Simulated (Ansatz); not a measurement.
Consider the formal exchange of groups at a Ge–S bond: `N[SiH2][S][GeH3]` + `BSC` → `BS[CH2][GeH3]` + `N[SiH2]S`.

Program: Ansatz. Geometries: PBE0-D4/def2-TZVP. ΔE: electronic, gas phase. CCSD(T)/CBS adds triple-zeta CCSD(T) − MP2 to the extrapolated MP2 energy (def2 sets, frozen cores). Functionals use def2-TZVPP. B3LYP here is the variant with VWN-RPA as its local correlation; programs differ in this. For Ge outer-core shells are correlated without core-valence functions, which leaves a few kJ/mol of doubt a bond. Scalar relativity is left out up to krypton. Each species was taken in one conformer, which may not be the lowest.

Task: Is it downhill or uphill in electronic energy at CCSD(T)/CBS, and by how much? (Estimate.)

Result: Computed: Uphill: ΔE = +66.3 kJ/mol.

Task: What do these levels give: r2SCAN-D4, PBE0-D4, B3LYP-D4, B2PLYP, PBE, PBE0, B3LYP, HF/def2-TZVPP, SCS-MP2/def2-TZVPP, MP2/def2-QZVPP, SCS-MP2/def2-QZVPP, CCSD/CBS(def2)? (Estimate.)

Result: The calculation gave: r2SCAN-D4 72.2, PBE0-D4 72.2, B3LYP-D4 70.1, B2PLYP 69.5, PBE 70.6, PBE0 72.2, B3LYP 70.2, HF/def2-TZVPP 75.3, SCS-MP2/def2-TZVPP 67.5, MP2/def2-QZVPP 68.1, SCS-MP2/def2-QZVPP 68.0, CCSD/CBS(def2) 66.1 kJ/mol.

Largest T1 diagnostic among the species: 0.014.

In def2-TZVPP, CCSD(T) changes the Hartree–Fock value by −9.6 kJ/mol (the triples alone add +0.2 kJ/mol) and MP2 by −7.6 kJ/mol.
